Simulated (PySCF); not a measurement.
## SMILES C1=C(F)C(F)=C(C=O)C1=C, C₇H₄F₂O

Molfile (atoms numbered from 1):
```
C7H4F2O
     RDKit          3D

 14 14  0  0  0  0  0  0  0  0999 V2000
   -1.1843   -1.6549    0.1490 C   0  0  0  0  0  0  0  0  0  0  0  0
   -0.1767   -0.7825    0.0374 C   0  0  0  0  0  0  0  0  0  0  0  0
    1.2397   -1.0971   -0.0776 C   0  0  0  0  0  0  0  0  0  0  0  0
    1.9132    0.0692   -0.1710 C   0  0  0  0  0  0  0  0  0  0  0  0
    3.2280    0.2337   -0.2911 F   0  0  0  0  0  0  0  0  0  0  0  0
    0.9747    1.1694   -0.1205 C   0  0  0  0  0  0  0  0  0  0  0  0
    1.3325    2.4439   -0.1904 F   0  0  0  0  0  0  0  0  0  0  0  0
   -0.2949    0.6840    0.0054 C   0  0  0  0  0  0  0  0  0  0  0  0
   -1.5131    1.4670    0.0901 C   0  0  0  0  0  0  0  0  0  0  0  0
   -2.6311    1.0252    0.2018 O   0  0  0  0  0  0  0  0  0  0  0  0
   -1.0063   -2.7173    0.1645 H   0  0  0  0  0  0  0  0  0  0  0  0
   -2.2017   -1.3106    0.2254 H   0  0  0  0  0  0  0  0  0  0  0  0
    1.6498   -2.0878   -0.0860 H   0  0  0  0  0  0  0  0  0  0  0  0
   -1.3304    2.5572    0.0409 H   0  0  0  0  0  0  0  0  0  0  0  0
  1  2  2  0
  2  3  1  0
  3  4  2  0
  4  5  1  0
  4  6  1  0
  6  7  1  0
  6  8  2  0
  8  9  1  0
  9 10  2  0
  8  2  1  0
  1 11  1  0
  1 12  1  0
  3 13  1  0
  9 14  1  0
M  END
```

Computed with GIAO LDA/ANO-RCC-VDZP magnetisability, rotational g tensor and spin-rotation constants, non-relativistic, gas phase in PySCF. Geometry: GFN2-xTB.

Task: Give the nuclear spin-rotation constants along the inertial axes (H = +C I·J) beside the isotropic shieldings.

Result: Rotational constants 2.2251, 1.1082, 0.7397 GHz. A star marks the isotopologue with that one atom substituted, in its own axes.
```tsv
atom	isotope	Caa (kHz)	Cbb (kHz)	Ccc (kHz)	mean (kHz)	σ (ppm)
F5	19F	3.017	1.471	0.053	1.514	310.8
F7	19F	3.089	1.751	-0.104	1.579	306.4
H11	1H	-0.227	0.127	-0.088	-0.063	24.5
H12	1H	0.188	-0.074	-0.071	0.014	23.1
H13	1H	-0.156	0.084	-0.095	-0.056	25.1
H14	1H	-0.127	0.125	-0.058	-0.020	20.4
C1	13C*	0.940	0.506	0.087	0.511	42.0
C2	13C*	0.921	0.503	0.091	0.505	44.5
C3	13C*	0.853	0.357	0.108	0.440	74.8
C4	13C*	1.006	0.401	0.193	0.533	25.2
C6	13C*	0.854	0.529	0.196	0.526	14.2
C8	13C*	0.721	0.447	0.104	0.424	72.2
C9	13C*	1.017	0.547	0.161	0.575	4.6
O10	17O*	-2.419	-0.678	0.023	-1.025	-282.6
```
For the geometry as given, no vibrational averaging.
